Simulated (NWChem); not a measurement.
System: C3H6OS; SMILES S(C)CC=O

Parts of the log:

```
             Northwest Computational Chemistry Package (NWChem) 7.3.0
             --------------------------------------------------------

 C1  symmetry detected

                             Geometry "geometry" -> ""
                             -------------------------

 Output coordinates in angstroms (scale by  1.889725989 to convert to a.u.)

  No.       Tag          Charge          X              Y              Z
 ---- ---------------- ---------- -------------- -------------- --------------
    1 C                    6.0000    -1.32883905    -1.19731128     0.14681480
    2 S                   16.0000     0.43922718    -1.20060867    -0.22137291
    3 C                    6.0000     0.92158040     0.37080693     0.56043818
    4 C                    6.0000     0.36280808     1.46500836    -0.30421262
    5 O                    8.0000    -0.64404698     2.07297053    -0.04927589
    6 H                    1.0000    -1.51033693    -1.32965931     1.22366767
    7 H                    1.0000    -1.76161913    -2.04871407    -0.39669323
    8 H                    1.0000    -1.81072587    -0.27019092    -0.19722634
    9 H                    1.0000     2.02207980     0.37946044     0.56445654
   10 H                    1.0000     0.53608361     0.43900155     1.58901145
   11 H                    1.0000     0.91596282     1.62505285    -1.26528455

 Effective nuclear repulsion energy (a.u.)     221.6643144462

  xc_inp: hfexch multiplicative factor not found.

                                 NWChem DFT Module
                                 -----------------

 Summary of "ao basis" -> "ao basis" (spherical)
 ------------------------------------------------------------------------------
       Tag                 Description            Shells   Functions and Types
 ---------------- ------------------------------  ------  ---------------------
 C                           6-31g*                  6       14   3s2p1d
 S                           6-31g*                  8       18   4s3p1d
 O                           6-31g*                  6       14   3s2p1d
 H                           6-31g*                  2        2   2s

            General Information
            -------------------
          SCF calculation type: DFT
          Wavefunction type:  closed shell.
          No. of atoms     :    11
          No. of electrons :    48
           Alpha electrons :    24
            Beta electrons :    24
          Charge           :     0
          Spin multiplicity:     1
          Use of symmetry is: off; symmetry adaption is: off
          Maximum number of iterations: 150
          AO basis - number of functions:    86
                     number of shells:    44
          Convergence on energy requested:  1.00D-06
          Convergence on density requested:  1.00D-05
          Convergence on gradient requested:  5.00D-04

              XC Information
              --------------
                     Hartree-Fock (Exact) Exchange  1.000

      Superposition of Atomic Density Guess
      -------------------------------------

 Sum of atomic energies:        -588.18019087

      Non-variational initial energy
      ------------------------------

 Total energy =    -590.632458
 1-e energy   =   -1247.747312
 2-e energy   =     435.450539
 HOMO         =      -0.253267
 LUMO         =      -0.015990

     ---------------------------------------------
      Total Density - Mulliken Population Analysis
     ---------------------------------------------

    Atom       Charge   Shell Charges
 -----------   ------   -------------------------------------------------------
    1 C    6     6.69   2.00  0.70  1.94  0.72  1.29  0.03
    2 S   16    15.97   2.00  2.00  5.98  1.32  2.93  0.49  1.20  0.05
    3 C    6     6.50   2.00  0.70  1.89  0.68  1.19  0.03
    4 C    6     5.34   2.00  0.71  1.52  0.50  0.53  0.08
    5 O    8     8.82   2.00  0.96  3.10  0.92  1.82  0.02
    6 H    1     0.77   0.47  0.30
    7 H    1     0.76   0.46  0.30
    8 H    1     0.76   0.46  0.30
    9 H    1     0.76   0.46  0.30
   10 H    1     0.78   0.46  0.31
   11 H    1     0.86   0.48  0.39

   convergence    iter        energy       DeltaE   RMS-Dens  Diis-err
 ---------------- ----- ----------------- --------- --------- ---------
 d= 0,ls=0.0,diis     1   -589.3416749024 -8.11D+02  9.42D-03  8.09D-01
 d= 0,ls=0.0,diis     2   -589.4050506473 -6.34D-02  4.42D-03  4.70D-01
 d= 0,ls=0.0,diis     3   -589.4494442360 -4.44D-02  1.35D-03  8.28D-03
 d= 0,ls=0.0,diis     4   -589.4514993130 -2.06D-03  4.76D-04  6.63D-04
 d= 0,ls=0.0,diis     5   -589.4516867076 -1.87D-04  2.58D-04  1.37D-04
  Resetting Diis
 d= 0,ls=0.0,diis     6   -589.4517374667 -5.08D-05  1.01D-04  2.27D-05
 d= 0,ls=0.0,diis     7   -589.4517446908 -7.22D-06  1.59D-05  1.78D-06
 d= 0,ls=0.0,diis     8   -589.4517450975 -4.07D-07  7.33D-06  3.91D-07

         Total DFT energy =     -589.451745097519
      One electron energy =    -1250.602866349660
           Coulomb energy =      490.448732476738
    Exchange-Corr. energy =      -50.961925670823
 Nuclear repulsion energy =      221.664314446227

 Numeric. integr. density =        0.000000000000

                       DFT Final Molecular Orbital Analysis
                       ------------------------------------

 Vector   22  Occ=2.000000D+00  E=-4.599814D-01
              MO Center=  1.5D-01, -9.1D-02, -1.2D-01, r^2= 4.0D+00
   Bfn.  Coefficient  Atom+Function         Bfn.  Coefficient  Atom+Function
  ----- ------------  ---------------      ----- ------------  ---------------
    22      0.310336   2 S  py               21     -0.273569   2 S  px
    24     -0.254180   2 S  s                64      0.223991   5 O  py
    38      0.196217   3 C  s                65     -0.190429   5 O  pz
    37     -0.186181   3 C  pz               68      0.177161   5 O  py
    20     -0.169775   2 S  s                 3      0.164785   1 C  px

[...]
```

Level: Hartree-Fock/6-31G* (spherical d). Structure relaxed at the PBE0/def2-SVP level.

Write an input that gives this output.

Several could match; the one computed here: the input that was run:
```
start job
memory heap 200 mb stack 900 mb global 1100 mb
geometry units angstroms noautoz
  C     -1.322001    -1.184345     0.186467
  S      0.438554    -1.199366    -0.215841
  C      0.951904     0.354497     0.581167
  C      0.387911     1.467862    -0.255167
  O     -0.607581     2.081671     0.028738
  H     -1.484167    -1.332044     1.264408
  H     -1.773834    -2.022618    -0.361923
  H     -1.800859    -0.247103    -0.133539
  H      2.052309     0.352131     0.564044
  H      0.586919     0.410106     1.617948
  H      0.924150     1.637706    -1.224112
end
basis spherical
  C library 6-31g*
  S library 6-31g*
  O library 6-31g*
  H library 6-31g*
end
dft
  xc hfexch
  iterations 150
  mulliken
end
task dft energy
```
